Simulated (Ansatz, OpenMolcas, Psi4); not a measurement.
## A ladder of methods for C2H6Ga (SMILES C[Ga]C)

The species is C2H6Ga (9 atoms), meant as a doublet with charge 0. SMILES: `C[Ga]C`. The shape is that of a PBE0-D4/def2-TZVP optimisation.

Quantity: the vertical ionisation energy (to the singlet cation), in eV. The values are calculated.

| level | kind | program | value (eV) | CPU time (all runs) |
| --- | --- | --- | --- | --- |
| USVWN5/6-31G* (spherical functions) | LDA | OpenMolcas | 6.91 | 37 s |
| U-revPBE/6-31G* (spherical functions) | GGA | Ansatz | 6.79 | 13 s |
| U-r2SCAN/6-31G* (spherical functions) | meta-GGA | OpenMolcas | 7.03 | 66 s |
| UTPSS/6-31G* (spherical functions) | meta-GGA | OpenMolcas | 6.87 | 68 s |
| UTPSSh/6-31G* (spherical functions) | hybrid meta-GGA | Psi4 | 6.92 | 79 s |
| UB3LYP/6-31G* (Cartesian functions) | global hybrid | OpenMolcas | 6.92 | 59 s |
| UHSE06/6-31G* (spherical functions) | range-separated hybrid | Psi4 | 6.96 | 74 s |
| UDSD-PBEP86/6-31G* (density fitting for correlation, spherical functions) | double hybrid | Psi4 | 6.85 | 23 s |
| UMP2/6-31G* (spherical functions) | perturbation theory | Ansatz | 6.66 | 5.2 s |
| UBCCD(T)/6-31G* (spherical functions) | coupled cluster or CI | Ansatz | 6.67 | 60 s |

All-electron rows without a relativistic Hamiltonian named are non-relativistic. The values span 6.66 to 7.03 eV. In the correlated wave-function rows the outer d shell of Ga is correlated, in sets not made for it. CPU times are rough (shared hosts, several kinds of processor and program).
